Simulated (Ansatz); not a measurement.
Reactions of C2H7AlTe, SMILES `C[CH2][AlH][TeH]`.

Isolated molecules relaxed with PBE0-D4/def2-TZVP in Ansatz; ΔE leaves out vibrations. CCSD(T)/CBS is the MP2 limit (def2-TZVPP, def2-QZVPP) plus CCSD(T) − MP2 in def2-TZVPP, frozen cores. This one scheme is used for every species, atoms too. Functionals use def2-TZVPP. B3LYP here is the variant with VWN-RPA as its local correlation; programs differ in this. Open shells (•) are unrestricted, without spin–orbit coupling. Spin–orbit coupling would lower the free atoms: a little for Al, C; strongly for Te. def2 core potentials past Kr. For Se, Te outer-core shells are correlated without core-valence functions, so the limit isn't a true one: a few kJ/mol of doubt a bond, and 10 to 20 or more in all where bonds break to atoms. Scalar relativity is left out up to krypton. Each species was taken in one conformer, which may not be the lowest.

```json
{"reaction": "`C[CH2][AlH][TeH]` + `N[SiH3]` → `[SiH3][NH][AlH][TeH]` + `CC`", "B3LYP-D4 (kJ/mol)": "-114", "HF/CBS(def2) (kJ/mol)": "-122", "ωB97X-V (kJ/mol)": "-111", "PBE0-D4 (kJ/mol)": "-107", "CCSD(T)/CBS(def2) (kJ/mol)": "-114"}
{"reaction": "`C[CH2][AlH][TeH]` + `CSC(O)=S` → `COC(=S)SC` + `[CH3][AlH][TeH]`", "B3LYP-D4 (kJ/mol)": "25", "HF/CBS(def2) (kJ/mol)": "25", "ωB97X-V (kJ/mol)": "26", "PBE0-D4 (kJ/mol)": "30", "CCSD(T)/CBS(def2) (kJ/mol)": "30"}
{"reaction": "`C[CH2][AlH][TeH]` + `OC1N[SiH2]1` → `CN1[SiH2]C1O` + `[CH3][AlH][TeH]`", "B3LYP-D4 (kJ/mol)": "-2", "HF/CBS(def2) (kJ/mol)": "-1", "ωB97X-V (kJ/mol)": "2", "PBE0-D4 (kJ/mol)": "0", "CCSD(T)/CBS(def2) (kJ/mol)": "5"}
{"reaction": "`C[CH2][AlH][TeH]` + `N[SiH3]` → `N[SiH2][AlH][TeH]` + `CC`", "B3LYP-D4 (kJ/mol)": "-7", "HF/CBS(def2) (kJ/mol)": "-4", "ωB97X-V (kJ/mol)": "-4", "PBE0-D4 (kJ/mol)": "-15", "CCSD(T)/CBS(def2) (kJ/mol)": "-4"}
{"reaction": "`C[CH2][AlH][TeH]` → Al• + 2 C• + 7 H• + Te•", "B3LYP-D4 (kJ/mol)": "3638", "HF/CBS(def2) (kJ/mol)": "2729", "ωB97X-V (kJ/mol)": "3651", "PBE0-D4 (kJ/mol)": "3642", "CCSD(T)/CBS(def2) (kJ/mol)": "3659"}
{"reaction": "`C[CH2][AlH][TeH]` + H₂Se → `C[CH2][AlH][SeH]` + H₂Te", "B3LYP-D4 (kJ/mol)": "-4", "HF/CBS(def2) (kJ/mol)": "-5", "ωB97X-V (kJ/mol)": "-4", "PBE0-D4 (kJ/mol)": "-1", "CCSD(T)/CBS(def2) (kJ/mol)": "-1"}
{"reaction": "`C[CH2][AlH][TeH]` + `F[SiH3]` → `F[SiH2][TeH]` + `C[CH2][AlH2]`", "B3LYP-D4 (kJ/mol)": "70", "HF/CBS(def2) (kJ/mol)": "75", "ωB97X-V (kJ/mol)": "69", "PBE0-D4 (kJ/mol)": "71", "CCSD(T)/CBS(def2) (kJ/mol)": "76"}
{"reaction": "`C[CH2][AlH][TeH]` + `C[SiH2]O` → `O[SiH2]C[TeH]` + `C[CH2][AlH2]`", "B3LYP-D4 (kJ/mol)": "159", "HF/CBS(def2) (kJ/mol)": "170", "ωB97X-V (kJ/mol)": "160", "PBE0-D4 (kJ/mol)": "167", "CCSD(T)/CBS(def2) (kJ/mol)": "160"}
{"reaction": "`C[CH2][AlH][TeH]` + `C[SiH]1[O][AlH]1` → `C[SiH]1[O][Al]1[TeH]` + `C[CH2][AlH2]`", "B3LYP-D4 (kJ/mol)": "11", "HF/CBS(def2) (kJ/mol)": "9", "ωB97X-V (kJ/mol)": "13", "PBE0-D4 (kJ/mol)": "12", "CCSD(T)/CBS(def2) (kJ/mol)": "12"}
```

Largest T1 diagnostic: 0.018, for Al•.
